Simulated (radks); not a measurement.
Species: the niobium ion Nb4+. Configuration: [Ar] 3d10 4s2 4p5 4d1 4f1 (not the ground configuration). Method: Dirac Kohn-Sham, LDA (Slater exchange, Perdew-Zunger correlation), spin-unpolarised, spherical densities, point nucleus; open shells are shared between the two j in proportion to 2j + 1; computed with a radial shooting solver on a logarithmic mesh with Libxc functionals.

Normalised radial functions P(r) = r R(r) (large component), r in bohr:

```
   r/bohr * 4p1/2, o 5p1/2 (the largest magnitude, 1.01, reaches the edge; | marks zero, & curves that meet)
 0.001875                             &
 0.002501                             &
 0.003309                             &
 0.004413                             &
 0.005839                             &
 0.007788                             o*
  0.01031                             o*
  0.01374                             |&
  0.01819                             |o*
  0.02426                             | o*
  0.03209                             | o  *
   0.0428                             |  o   *
  0.05664                             |   o   *
  0.07554                             |   o    *
  0.09995                             |   o    *
   0.1333                             | o  *
   0.1764                           *o|
   0.2352                  *     o    |
   0.3113              *       o      |
   0.4151                  *      o   |
   0.5493                             | &
   0.7326                             |        o       *
   0.9694                             |          o               *
    1.293                             |   o                     *
    1.711                     o       |               *
    2.282           o                 |      *
    3.019           o                 | *
    4.026                  o          *
    5.327                         o   *
    7.106                            o*
    9.402                             &
```

4p1/2: eigenvalue -86.817 eV, 2 radial nodes at r = 0.162, 0.533 bohr, <r> = 1.21 bohr, 90 % of the charge inside 1.78 bohr. 5p1/2 (empty): eigenvalue -31.550 eV, 3 radial nodes at r = 0.161, 0.515, 1.43 bohr, <r> = 2.82 bohr, 90 % of the charge inside 4.01 bohr.
